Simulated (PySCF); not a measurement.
SbF2, SMILES [F][Sb+][F] (connectivity only; charge and spin as stated), charge +1, multiplicity 1.

Geometry: B3LYP-D3(BJ)/def2-TZVP. The spin state was assumed, not searched. The isomer is the one that the SMILES or the coordinates give; other isomers of the formula were not compared. The def2 effective core potentials stand for the cores of Sb; spin–orbit coupling is left out.

The numbers are results of B3LYP-D3(BJ)/def2-TZVP (PySCF 2.14.0), not measurements.

Frequencies are harmonic and unscaled.

Q: List the normal modes with their intensities. (Estimate from the structure and the level; the computed values follow.)

A: 
| mode | ν (cm⁻¹) | IR (km/mol) | moving atoms (share of kinetic energy) |
|---|---|---|---|
| 1 | 223 | 11.6 | F 89 %, Sb 11 % |
| 2 | 710 | 90.1 | F 85 %, Sb 15 % |
| 3 | 721 | 53.7 | F 87 %, Sb 13 % |
